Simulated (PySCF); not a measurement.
Part of a log for `[SH][K]` (metal hydrosulfide): ground state, then the species with a core hole.

Theory: PySCF, delta-SCF UKS SCAN, pcX-2 on the ionised atom, pcseg-1 elsewhere, spin-free X2C. Atoms in this output count from 0. The cycles run on a coarse integration grid; for E(ground) and E(ion) the exchange–correlation energy is redone on a finer one, so they differ from the last cycle, and only they enter the binding energy.

Coordinates (Å, GFN2-xTB):
```
S     -0.677599     0.653751    -0.002544
K      2.049568    -0.178878    -0.012013
H     -1.360488    -0.477410     0.002003
```

```
ground state, core basis on atom 0 (S), 89 functions
  cycle   1  E = -1001.89709151  |g| = 4.16e-01
  cycle   2  E = -1001.39028289  |g| = 1.11e+00
  cycle   3  E = -1001.95905449  |g| = 8.11e-02
  cycle   4  E = -1001.96181172  |g| = 4.06e-02
  cycle   5  E = -1001.96226964  |g| = 1.20e-02
  cycle   6  E = -1001.96230050  |g| = 3.37e-03
  cycle   7  E = -1001.96230185  |g| = 6.52e-04
  cycle   8  E = -1001.96230073  |g| = 1.05e-04
  E(ground) = -1001.92226871 Eh
hole in S 1s of atom 0
  cycle   1  E = -909.84604267  |g| = 5.08e+00
  cycle   2  E = -910.45758235  |g| = 2.04e+00
  cycle   3  E = -910.94420533  |g| = 5.78e-01
  cycle   4  E = -911.04889450  |g| = 2.09e-01
  cycle   5  E = -911.06827455  |g| = 4.03e-02
  cycle   6  E = -911.06892659  |g| = 1.09e-02
  cycle   7  E = -911.06897578  |g| = 1.61e-03
  cycle   8  E = -911.06897826  |g| = 4.28e-04
  E(ion) = -911.02160307 Eh   <S^2> = 0.7513   hole on atom = 1.000
```

What is the S 1s binding energy of atom 0?

(-911.021603 − (-1001.922269)) Eh × 27.2114 eV/Eh = 2473.53 eV, for the sulfur bonded to K and H.

Isolated species at its GFN2-xTB geometry, gas phase.

Time: 1.7 s wall. Hardware: one thread of an Arm Neoverse V2, no GPU (shared host).
Labels such as C1 count atoms from 1, the log's own numbers from 0.
